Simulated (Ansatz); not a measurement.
One change: `CC1([SiH3])C[SiH2]1` becomes `CC1(Cl)C[SiH2]1`.

Ansatz, PBE0-D4/def2-TZVP geometries, multiplicity 1. 

```tsv
property	`CC1([SiH3])C[SiH2]1`
HOMO–LUMO gap (B3LYP/def2-TZVPP) / eV	6.42
HOMO–LUMO gap (ωB97M-V/def2-TZVPP) / eV	10.58
size of the dipole moment (B3LYP/def2-TZVPP) / D	0.93
HOMO energy (B3LYP/def2-TZVPP) / eV	-6.59
HOMO energy (PBE0/def2-TZVPP) / eV	-6.79
HOMO–LUMO gap (PBE/def2-TZVPP) / eV	4.96
```

(1) What does the change do to each property? (Estimate.)

Results:

(1) Ansatz gave: 
```csv
property,`CC1(Cl)C[SiH2]1`,shift
HOMO–LUMO gap (B3LYP/def2-TZVPP) / eV,6.26,-0.16
HOMO–LUMO gap (ωB97M-V/def2-TZVPP) / eV,10.52,-0.06
size of the dipole moment (B3LYP/def2-TZVPP) / D,1.95,1.02
HOMO energy (B3LYP/def2-TZVPP) / eV,-6.67,-0.08
HOMO energy (PBE0/def2-TZVPP) / eV,-6.87,-0.08
HOMO–LUMO gap (PBE/def2-TZVPP) / eV,4.69,-0.27
```

With PBE0 the HOMO falls by 0.08 eV and the LUMO falls by 0.24 eV, so the gap narrows by about 0.16 eV. PBE moves the HOMO by -0.01 eV and ωB97M-V by -0.11 eV. Dipoles are sizes alone; their direction can turn.

B3LYP here is the variant with VWN-RPA as its local correlation; programs differ in this.
